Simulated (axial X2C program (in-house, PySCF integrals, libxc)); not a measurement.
## Correcting the dissociation energy of RbGe for spin–orbit coupling

A spin-free CCSD(T) curve (one-electron X2C) was computed with an axial X2C code built on PySCF integrals, basis Rb dyall-cv3z [12s13p8d4f1g], Ge dyall-cv3z [9s9p7d4f1g] (cores contracted in-house), for the state M_S = 3/2, Λ = 0 (beyond evenly filled blocks: σα, π+α, π-α). It gives D0 = 1.422 eV to Rb + Ge, which in a spin-free picture are the weighted means of the ground terms.

Correlated methods: 13 electrons correlated (number of frozen shells: Rb 3 s, 2 p, 1 d; Ge 3 s, 2 p, 1 d), 299 virtual spin orbitals or spinors in MP2, 90 natural virtuals in coupled cluster.

Measured levels of the ground terms (NIST Handbook of Basic Atomic Spectroscopic Data), in cm⁻¹: Rb 2S: J = 1/2 at 0; Ge 3P: J = 0 at 0, J = 1 at 557.1, J = 2 at 1410.

The molecular state has Λ = 0, so it has no first-order lowering.

**Question.** How far does each ground level lie under the (2J+1)-weighted mean of its term?

**Answer.** Rb: a single level, 0; Ge: (1 × 0 + 3 × 557.1 + 5 × 1410)/9 = 969 cm⁻¹.

**Question.** Correct D0.

**Answer.** D0 = 1.422 + (0 − 969)/8065.5 = 1.302 eV at CCSD(T) with these spin–orbit terms.

Second-order spin–orbit effects in the molecule, which grow quickly with Z, are left out. Occupations by symmetry block were frozen at the best pattern of an incomplete PBE0 search. De is counted from the lowest determinant-based energies of the atoms at the same level, without counterpoise correction. CCSD and (T) use frozen natural virtuals with an MP2 correction for the truncation; (T) itself is uncorrected, so its De runs slightly low. PBE0 can misorder states that lie within some tenths of an eV, so this need not be the ground state of the molecule. The nearest other spin-free determinant of the search, M_S = 1/2, Λ = 0, lies 0.50 eV up at the distance of the search. With the outer-core shells frozen, correlated bond lengths of heavy atoms tend to come out a few hundredths of an ångström too long.
